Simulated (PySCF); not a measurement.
Cost against size for one kind of job: TDDFT wB97X-D/def2-SVPD, vertical, gas phase, core orbitals frozen in the response in PySCF; work: 8 singlets by full TDDFT, 3 Tamm–Dancoff triplets, polarisability. Hardware: an Arm Neoverse N1 with one thread, no GPU (shared host). Other jobs ran on the host; a repeat could differ by tens of per cent or more. Peak memory is the resident size of the whole Python process, interpreter and libraries included.

| species (SMILES) | atoms | electrons | basis functions | SCF cycles | wall time | peak memory |
| --- | --- | --- | --- | --- | --- | --- |
| C/C([SiH3])=C(\F)C#N | 13 | 60 | 195 | 14 | 61 s | 0.82 GiB |
| N#C[Si@@H]1C[C@@H]1CF | 13 | 60 | 195 | 14 | ? | ? |
| N#CC/C(F)=C/[SiH3] | 13 | 60 | 195 | 14 | 61 s | 0.84 GiB |
| C/C(=C\F)[SiH2]C#N | 13 | 60 | 195 | 14 | ? | ? |
| N#CC1(F)C[SiH2]C1 | 13 | 60 | 195 | 14 | 62 s | 0.83 GiB |

Task: Estimate the withheld figures.

Result: `N#C[Si@@H]1C[C@@H]1CF`: 61 s, 0.84 GiB; `C/C(=C\F)[SiH2]C#N`: 58 s, 0.81 GiB.
